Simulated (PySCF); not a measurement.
A calculated (LDA, PySCF 2.14, x2c-TZVPPall with one added diffuse shell each of s, p, d, f type, scalar relativity by spin-free X2C-1e) atom or ion has these occupied shells.

| shell | electrons | orbital energy (eV) | rms radius, mean of both spins (bohr) |
| --- | --- | --- | --- |
| 1s α | 1 | -85220.1 | 0.0184 |
| 1s β | 1 | -85220.1 | 0.0184 |
| 2s α | 1 | -15188.7 | 0.0743 |
| 2s β | 1 | -15188.7 | 0.0743 |
| 2p α | 3 | -13140.8 | 0.0683 |
| 2p β | 3 | -13140.8 | 0.0683 |
| 3s α | 1 | -3640.1 | 0.190 |
| 3s β | 1 | -3640.1 | 0.190 |
| 3p α | 3 | -3047.1 | 0.192 |
| 3p β | 3 | -3047.1 | 0.192 |
| 3d α | 5 | -2401.0 | 0.176 |
| 3d β | 5 | -2401.0 | 0.176 |
| 4s α | 1 | -825.37 | 0.417 |
| 4s β | 1 | -825.35 | 0.417 |
| 4p α | 3 | -629.64 | 0.444 |
| 4p β | 3 | -629.61 | 0.444 |
| 4d α | 5 | -391.89 | 0.473 |
| 4d β | 5 | -391.86 | 0.473 |
| 5s α | 1 | -148.78 | 0.930 |
| 5s β | 1 | -148.72 | 0.930 |
| 4f α | 7 | -132.28 | 0.512 |
| 4f β | 7 | -132.25 | 0.512 |
| 5p α | 3 | -94.813 | 1.07 |
| 5p β | 3 | -94.718 | 1.07 |
| 5d α | 5 | -33.600 | 1.48 |
| 5d β | 5 | -33.281 | 1.48 |
| 6s α | 1 | -26.208 | 2.39 |

**Question.** Name the element and its charge.

**Answer.** Tl²⁺ (thallium, charge +2), in [Xe] 4f14 5d10 6s1, 2S determinant.
